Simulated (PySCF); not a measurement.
## SiCl2(SeBu)2 (C8H18Cl2Se2Si): Computed beside measured shifts

System: SiCl2(SeBu)2 (C8H18Cl2Se2Si), SMILES CCCC[Se][Si](Cl)(Cl)[Se]CCCC.

Atom-mapped SMILES (hydrogens are numbered by the atom that bears them): [CH3:1][CH2:2][CH2:3][CH2:4][Se:5][Si:6]([Cl:7])([Cl:8])[Se:9][CH2:10][CH2:11][CH2:12][CH3:13]

Level of theory: GIAO PBE0/pcSseg-2, gas phase, PySCF SCF with an in-house response code, fitting set def2-universal-JFIT up to Ne and JKFIT beyond, grid level 2, non-relativistic, on the PBE0-D3(BJ)/def2-SVP geometry.

One optimised conformer. Values are averaged over the atoms that symmetry or fast rotation interchanges, on this one geometry and without vibrational averaging. Shifts are the reference shielding less the shielding here, at the same level (13C, 1H, 29Si against isolated TMS; 77Se against isolated Me2Se); nuclei without a reference have shieldings only.

Spin-orbit coupling is left out, which matters for the heavier atoms here.

What shifts does this level give for Si6, Se5/9, and how do they compare with measurement?


| atom | nucleus | computed / ppm | measured / ppm | computed less measured | measured against | medium of the measurement |
| --- | --- | --- | --- | --- | --- | --- |
| Si6 | 29Si | 60.0 | -3.1 | 63.1 | TMS | solution |
| Se5/9 | 77Se | 2.4 | 44 | -41.6 | Me2Se | solution |

Measured values: U. Herzog, Habilitationsschrift, TU Bergakademie Freiberg, 2002/2003.
